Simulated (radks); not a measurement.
Nd47+, 13 electrons, occupied as [Ne] 3s2 3p1. All-electron calculation, Dirac Kohn-Sham, PBE, spin-unpolarised, spherical densities, point nucleus; open shells are shared between the two j in proportion to 2j + 1. Program: a radial shooting solver on a logarithmic mesh with Libxc functionals.

Spin-orbit splittings of the eigenvalues, e(l+1/2) - e(l-1/2), with zeta = 2 splitting/(2l+1) and mean radii in bohr:

| shell | occ. | splitting (eV) | zeta (eV) | <r> j=l-1/2 | <r> j=l+1/2 |
|---|---|---|---|---|---|
| 2p | 6 | 537.2 | 358.2 | 0.08281 | 0.08894 |
| 3p | 1 | ? | ? | 0.2257 | 0.2348 |

Estimate the 3p splitting.

Answer. 139.8 eV (zeta = 93.18 eV).
